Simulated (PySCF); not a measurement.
Compound: C2H4ClN3Si.
Atom-mapped SMILES: `[SiH3:1][c:2]1[n:3][c:4]([Cl:5])[n:6][nH:7]1` (hydrogens: H8, H9, H10 on Si1; H11 on N7)

Level of theory: PySCF 2.14.0, PBE0-D3(BJ)/def2-SVP geometry optimisation, gas phase.

Q: What internal coordinates does the optimisation give?

A: 
```csv
bond,length (pm)
Si1–C2,188.1
C2–N3,132.7
N3–C4,134.6
C4–Cl5,170.3
C4–N6,132.1
N6–N7,133.2
C2–N7,135.4
"Si1–H8, Si1–H9, Si1–H10",149.0
N7–H11,101.4
```

Bonds in one row agree within 1 pm and their mean is given. A selection of angles:
```csv
angle,degrees
C2–Si1–H8,109.6
C2–Si1–H9,106.9
H8–Si1–H9,110.2
H8–Si1–H10,110.6
Si1–C2–N3,125.3
Si1–C2–N7,126.6
N3–C2–N7,108.1
C2–N3–C4,103.2
N3–C4–Cl5,122.9
N3–C4–N6,115.5
Cl5–C4–N6,121.6
C4–N6–N7,101.7
N6–N7–H11,119.8
C2–N7–N6,111.5
C2–N7–H11,128.6
```

N7 (pyrrole-type nitrogen) is planar (angles 128.6°, 119.8° and 111.5°, sum 360.0°, 0.00 Å off the plane of its three neighbours). Si1 (SiH3 silicon) is tetrahedral (angles from 106.9° to 110.6°). The 7 heavy atoms lie in one plane (0.003 Å rms). The 4 C–N bonds span 1.321 Å (C4–N6, aromatic) to 1.354 Å (C2–N7, aromatic), a spread of 0.033 Å. The 5-membered ring C2–N3–C4–N6–N7 has internal angles of 101.7° to 115.5°; it is planar, 0.00 Å rms from its mean plane, widest ring torsion 0°.

Point group: near Cs, missed by 0.12 Å at most; the miss may be what the optimiser left on a soft mode. Whether it is a minimum is left open (no frequencies).

On one thread, Arm Neoverse V1 (aarch64), no GPU (shared host), this took 64 s of wall time and 0.52 GiB of memory at its peak. These figures are those of the optimisation.
